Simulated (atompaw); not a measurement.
## What one change does to a pseudopotential (O (Z = 8), PAW (atompaw))

atompaw 4.2.0.5 input, output lines left out:

```
O 8
GGA-PBE scalarrelativistic loggrid 1500 logderivrange -5 5 251
2 2 0 0 0 0
2 1 3
0 0 0
c
v
v
1
1.90 1.45 1.90 1.70
y
-0.4
n
y
-1.4
n
bloechl besselshape
bessel
```

All-electron outer shells of the reference configuration (PBE, scalar-relativistic, ld1.x):

```json
{"shell": "2s", "level (eV)": "-39.66", "outermost node (bohr)": "0.28", "outermost maximum (bohr)": "0.86"}
{"shell": "2p", "level (eV)": "-24.45", "outermost node (bohr)": "–", "outermost maximum (bohr)": "0.79"}
```

Change: waves 2s (bound): rc 0.65 bohr; 2s channel at -0.4 Ry: rc 1.90 bohr; 2p (bound): rc 1.90 bohr; 2p channel at -1.4 Ry: rc 1.90 bohr; augmentation besselshape compensation charge, radius 1.45 bohr; PAW radius 1.90 bohr; waves and projectors: custom rrkj vanderbiltortho.

Cutoffs: the cutoffs (Ry, on a coarse ladder) from which the occupation-weighted sum of valence levels, in a spherical-Bessel basis at the reference potential, stays within 10 and 1 mRy of its value at 400 Ry; they do not see the model core or the augmentation charge, which bear on the density cutoff.

**Question.** What does the change do?

**Answer.** The potential gets harder (30 Ry and 35 Ry → 90 Ry and 120 Ry); the range in which the s phases agree narrows (upper end at the end of the scan → 0.8); the range in which the p phases agree widens (upper end 0.8 → 2.0); neither file shows a bound ghost.

| quantity | base | changed |
| --- | --- | --- |
| cutoff, loose | 30 Ry | 90 Ry |
| cutoff, tight | 35 Ry | 120 Ry |
| loose cutoff by channel (10 mRy a level) | s 18 Ry, p 21 Ry | s 80 Ry, p 18 Ry |
| bound ghosts | none | none |
| s: phases at 1.90 bohr within 0.05 rad from the reference energy up to (Ry; the scan ends near 5) | to the end of the scan | 0.8 |
| p: phases at 1.90 bohr within 0.05 rad from the reference energy up to (Ry; the scan ends near 5) | 0.8 | 2.0 |
| lowest overlap eigenvalue by channel | s 0.66, p 0.02 | s 0.05, p 1.00 |

 The cutoffs see the waves, projectors and local potential, not the compensation charge or the core.
